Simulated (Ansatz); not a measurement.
# A cut through the energy surface

BHICl (SMILES ClBI), closed shell, at its PBE0-D4/def2-TZVP minimum:

```
4
angstrom
Cl -1.6296 -0.5407 0.1229
B -0.0541 0.1260 -0.1176
I 1.6546 -0.7360 0.7689
H 0.0847 1.0904 -0.7945
```

The bond length B2–H4 (1.186 Å at the minimum) is set to the values below, the two halves moving rigidly along the bond. Each method's energies count from its own value at the PBE0-D4 minimum structure. Ansatz 0.2.0; basis: def2-TZVPP; cores frozen in the correlated methods. Filled d shells of the heavier atoms are correlated. Core potentials replace the inner electrons of the atoms past krypton. The def2 sets are not built for correlating such inner shells, so the correlated values are less sure here. B3LYP uses VWN-RPA correlation.

| bond length (Å) | CCSD(T) (kcal/mol) | B3LYP-D4 (kcal/mol) | MP2 (kcal/mol) | wB97M-V (kcal/mol) | PBE-D4 (kcal/mol) |
| --- | --- | --- | --- | --- | --- |
| 1.020 | 10.20 | 9.75 | 10.04 | 9.72 | 10.95 |
| 1.055 | 5.89 | 5.58 | 5.75 | 5.54 | 6.52 |
| 1.106 | 1.94 | 1.78 | 1.84 | 1.75 | 2.35 |
| 1.166 | 0.08 | 0.05 | 0.05 | 0.04 | 0.19 |
| 1.232 | 0.64 | 0.69 | 0.72 | 0.73 | 0.38 |
| 1.304 | 3.46 | 3.53 | 3.70 | 3.67 | 2.76 |
| 1.379 | 8.07 | 8.03 | 8.53 | 8.41 | 6.85 |
| 1.459 | 14.19 | 13.77 | 14.94 | 14.67 | 12.26 |
| 1.542 | 21.28 | 20.66 | 22.40 | 21.96 | 18.77 |

Minimum and curvature along this coordinate at CCSD(T): A fifth-order fit through the nearest points gives 1.183 Å, with a curvature of about 25 eV/Å².

Treat the two halves as rigid bodies and work out the harmonic wavenumber of this stretch from that curvature (ν̃ = 521.5 √(k/μ) cm⁻¹ with k in eV/Å² and μ in u).

The halves weigh 173.17 and 1.01 u, so μ = 173.17 × 1.01/174.18 = 1.004 u and ν̃ = 521.5 √(25/1.004) ≈ 2600 cm⁻¹. A true normal mode mixes in other motions, so this is a guide only.

Largest difference from the CCSD(T) curve over the scan: r2SCAN-D4 0.58; PBE0-D4 0.60; HF 2.82 kcal/mol. Each curve counts from its own value at the minimum.

The T1 diagnostic stays at or below 0.012.

For scale, one of the runs: CCSD(T)/def2-TZVPP, 137 basis functions (an equivalent command: `ansatz run in.yaml --threads 2`). The run took 22 s on 2 CPU threads (shared host), with 0.84 GiB of host memory at its peak.
